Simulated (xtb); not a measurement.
trifluoromethane (CHF$_{3}$), singlet, at a GFN2-xTB geometry, atoms displaced at random by about 0.02 Å a coordinate; xtb 6.7.1 with GFN2-xTB.

Input for xtb:
```
$ xtb mol.xyz --gfn 2 --opt loose --json

# file mol.xyz
5

C     -0.03062998    -0.00777320     0.33132939
H      0.01070582    -0.01297223     1.43571505
F      0.02952790     1.23571635    -0.13256080
F      1.08416592    -0.69116750    -0.11796642
F     -1.13024190    -0.59737559    -0.09940404
```

Question: What does xtb print? Leave out banner, timings and long lists.

Answer: 
```
   ID    Z sym.   atoms
    1    6 C      1
    2    1 H      2
    3    9 F      3-5

           -------------------------------------------------
          |                Calculation Setup                |
           -------------------------------------------------

           -------------------------------------------------
          |                 G F N 2 - x T B                 |
           -------------------------------------------------

          ...................................................
          :                      SETUP                      :
          :.................................................:
          :  # basis functions                  17          :
          :  # atomic orbitals                  17          :
          :  # shells                            9          :
          :  # electrons                        26          :
          :  max. iterations                   250          :
          :  Hamiltonian                  GFN2-xTB          :
          :  restarted?                      false          :
          :  GBSA solvation                  false          :
          :  PC potential                    false          :
          :  electronic temp.          300.0000000     K    :
          :  accuracy                    1.0000000          :
          :  -> integral cutoff          0.2500000E+02      :
          :  -> integral neglect         0.1000000E-07      :
          :  -> SCF convergence          0.1000000E-05 Eh   :
          :  -> wf. convergence          0.1000000E-03 e    :
          :  Broyden damping             0.4000000          :
          :  net charge                          0          :
          :  unpaired electrons                  0          :
          ...................................................

 iter      E             dE          RMSdq      gap      omega  full diag
   1    -16.8437426 -0.168437E+02  0.572E+00   14.54       0.0  T
   2    -16.8894092 -0.456666E-01  0.287E+00   13.62       1.0  T
   3    -16.8905643 -0.115513E-02  0.145E+00   13.86       1.0  T
   4    -16.8908540 -0.289732E-03  0.130E-01   13.85       1.0  T
   5    -16.8908568 -0.280876E-05  0.249E-02   13.84       1.8  T
   6    -16.8908569 -0.456660E-07  0.799E-03   13.84       5.6  T
   7    -16.8908569 -0.404293E-07  0.776E-04   13.84      57.6  T
   8    -16.8908569 -0.609194E-09  0.141E-04   13.84     316.8  T

   *** convergence criteria satisfied after 8 iterations ***

         :::::::::::::::::::::::::::::::::::::::::::::::::::::
         ::                     SUMMARY                     ::
         :::::::::::::::::::::::::::::::::::::::::::::::::::::
         :: total energy             -16.844223756696 Eh    ::
         :: gradient norm              0.039483925080 Eh/a0 ::
         :: HOMO-LUMO gap             13.844064775978 eV    ::
         ::.................................................::
         :: SCC energy               -16.890856877172 Eh    ::
         :: -> isotropic ES            0.040335907081 Eh    ::
         :: -> anisotropic ES          0.003180150670 Eh    ::
         :: -> anisotropic XC         -0.018337015912 Eh    ::
         :: -> dispersion             -0.001242687185 Eh    ::
         :: repulsion energy           0.046633120477 Eh    ::
         :: add. restraining           0.000000000000 Eh    ::
         :: total charge              -0.000000000000 e     ::
         :::::::::::::::::::::::::::::::::::::::::::::::::::::

      -----------------------------------------------------------
     |                   =====================                   |
     |                        A N C O P T                        |
     |                   =====================                   |
     |               Approximate Normal Coordinate               |
     |                Rational Function Optimizer                |
      -----------------------------------------------------------
[...]
 * total energy  :   -16.8442238 Eh     change       -0.2117417E-10 Eh
 * total energy  :   -16.8456329 Eh     change       -0.1409152E-02 Eh
 * total energy  :   -16.8461796 Eh     change       -0.5466596E-03 Eh
 * total energy  :   -16.8462282 Eh     change       -0.4862084E-04 Eh
 * total energy  :   -16.8462463 Eh     change       -0.1806371E-04 Eh
   *** GEOMETRY OPTIMIZATION CONVERGED AFTER 5 ITERATIONS ***
         :: total energy             -16.846246252606 Eh    ::
[...]
         :: total charge              -0.000000000000 e     ::
         :::::::::::::::::::::::::::::::::::::::::::::::::::::

           -------------------------------------------------
          |                Property Printout                |
           -------------------------------------------------

    * Orbital Energies and Occupations

         #    Occupation            Energy/Eh            Energy/eV
      -------------------------------------------------------------
         1        2.0000           -0.9026214             -24.5616
         2        2.0000           -0.8906266             -24.2352
         3        2.0000           -0.8905623             -24.2334
         4        2.0000           -0.6958647             -18.9354
         5        2.0000           -0.6577688             -17.8988
         6        2.0000           -0.6431798             -17.5018
         7        2.0000           -0.6431661             -17.5014
         8        2.0000           -0.5679489             -15.4547
         9        2.0000           -0.5679355             -15.4543
        10        2.0000           -0.5553503             -15.1119
        11        2.0000           -0.5550340             -15.1032
        12        2.0000           -0.5550186             -15.1028
        13        2.0000           -0.5246808             -14.2773 (HOMO)
        14                          0.0648710               1.7652 (LUMO)
        15                          0.0714920               1.9454
        16                          0.0718639               1.9555
        17                          0.1195624               3.2535
      -------------------------------------------------------------
                  HL-Gap            0.5895517 Eh           16.0425 eV
             Fermi-level           -0.2299049 Eh           -6.2560 eV

     #   Z          covCN         q      C6AA      α(0)
     1   6 C        3.275     0.468    18.275     6.886
     2   1 H        0.923     0.085     1.930     2.173
     3   9 F        0.790    -0.184    11.074     3.931
     4   9 F        0.790    -0.184    11.075     3.931
     5   9 F        0.790    -0.184    11.073     3.931

 Mol. C6AA /au·bohr⁶  :        240.706374
 Mol. C8AA /au·bohr⁸  :       4694.646581
 Mol. α(0) /au        :         20.851769

Wiberg/Mayer (AO) data.
largest (>0.10) Wiberg bond orders for each atom

 ---------------------------------------------------------------------------
     #   Z sym  total        # sym  WBO       # sym  WBO       # sym  WBO
 ---------------------------------------------------------------------------
     1   6 C    3.846 --     5 F    0.973     3 F    0.972     4 F    0.972
                             2 H    0.928
     2   1 H    0.993 --     1 C    0.928
     3   9 F    1.090 --     1 C    0.972
     4   9 F    1.090 --     1 C    0.972
     5   9 F    1.090 --     1 C    0.973
 ---------------------------------------------------------------------------

Topologies differ in total number of bonds
Writing topology from bond orders to xtbtopo.mol

molecular dipole:
                 x           y           z       tot (Debye)
 q only:        0.006       0.006       0.663
   full:        0.007       0.007       0.835       2.124
molecular quadrupole (traceless):
                xx          xy          yy          xz          yz          zz
 q only:       -1.161       0.001      -1.163       0.013      -0.003       2.324
  q+dip:       -2.231       0.000      -2.234       0.038       0.016       4.465
   full:       -1.933       0.000      -1.936       0.030       0.008       3.869

optimized geometry written to: xtbopt.xyz

           -------------------------------------------------
          | TOTAL ENERGY              -16.846246252606 Eh   |
          | GRADIENT NORM               0.000571429238 Eh/α |
          | HOMO-LUMO GAP              16.042519043704 eV   |
           -------------------------------------------------

normal termination of xtb
```
